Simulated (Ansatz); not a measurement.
Input file for Ansatz (a program for electronic structure): R-MP2/cc-pVTZ on methylammonium (SMILES C[NH3+]), atoms moved off the minimum. Charge +1.

Ansatz 0.2 input:
```yaml
crystal:
  periodic: [false, false, false]
  atoms:
    - {symbol: C, position_ang: [-0.85419452, 0.17884289, -0.08638819]}
    - {symbol: N, position_ang: [0.55716432, -0.11375388, 0.09821992]}
    - {symbol: H, position_ang: [-1.30379173, -0.31823384, -0.88373979]}
    - {symbol: H, position_ang: [-0.98713126, 1.24111973, -0.37359677]}
    - {symbol: H, position_ang: [-1.11318964, -0.12402928, 0.99717787]}
    - {symbol: H, position_ang: [1.18981608, -1.05114177, 0.39088852]}
    - {symbol: H, position_ang: [1.14986360, 0.42115421, 0.85810583]}
    - {symbol: H, position_ang: [0.99057267, 0.26013119, -0.97908294]}
basis:
  gaussian:
    orbitals: cc-pVTZ
total_charge: 1
magnetization: {spin_polarized: false}
correlation: {method: mp2, electrons: outside_noble_gas}
scf: {lower_state_search: off}
output: {forces: true}
```

It printed:

```
WARN ansatz: RAYON_NUM_THREADS=1 ignored (pool sized by the plan → 1); use --threads N
Functional definition: HF
these checks for a lower state are left out or cut short: starts, cluster_reference, orbital_swaps, neighbouring_geometries, increment
integrals: 0.12 GiB planned
806 factors; integrals over basis functions are off by at most 9.5e-4 eV
mean field: 0.26 GiB planned
mean field evaluation 1: about -2594.7297 eV, gradient 4.5e1 eV
mean field evaluation 2: about -2594.7308 eV, gradient 4.5e1 eV
mean field evaluation 4: about -2599.1748 eV, gradient 3.0e0 eV
mean field evaluation 8: about -2599.2125 eV, gradient 2.6e-4 eV
mean field -2599.21247341 eV, -95.5192965883 hartree, gradient 1.7e-6 eV, S^2 0.000000; 0 other end points of the search recorded, 0 dependent functions left out
2 core orbitals not correlated
reference -2599.21247341 eV, -95.5192965883 hartree; 7, 7 occupied and 135, 135 virtual orbitals, 806 factors
densities: 0.30 GiB planned
second order -11.23828650 eV of doubles, -0.00000000 eV of singles
the calculation of the forces begins
Total energy: -2610.45075991 eV, -95.9322959995 hartree
Atom 0 at    -0.854195     0.178843    -0.086388 Å, force    -0.666743     0.406977     4.556024 eV/Å
Atom 1 at     0.557164    -0.113754     0.098220 Å, force     8.510175     0.602133    -3.138467 eV/Å
Atom 2 at    -1.303792    -0.318234    -0.883740 Å, force    -0.472716    -1.750957    -0.834490 eV/Å
Atom 3 at    -0.987131     1.241120    -0.373597 Å, force     0.395838    -0.445833     0.995921 eV/Å
Atom 4 at    -1.113190    -0.124029     0.997178 Å, force    -1.626575     0.940693    -2.163937 eV/Å
Atom 5 at     1.189816    -1.051142     0.390889 Å, force    -3.411722     1.696901    -1.755945 eV/Å
Atom 6 at     1.149864     0.421154     0.858106 Å, force    -2.215457     0.185187    -1.847180 eV/Å
Atom 7 at     0.990573     0.260131    -0.979083 Å, force    -0.512800    -1.635102     4.188074 eV/Å
Dipole moment:     0.566696    -0.054572     0.011557 e Å
Checks for a lower state left out: starts, cluster_reference, orbital_swaps, neighbouring_geometries, increment
```

The calculation finished and met its thresholds.

Cost: about 1.3 core-seconds (a rough figure).
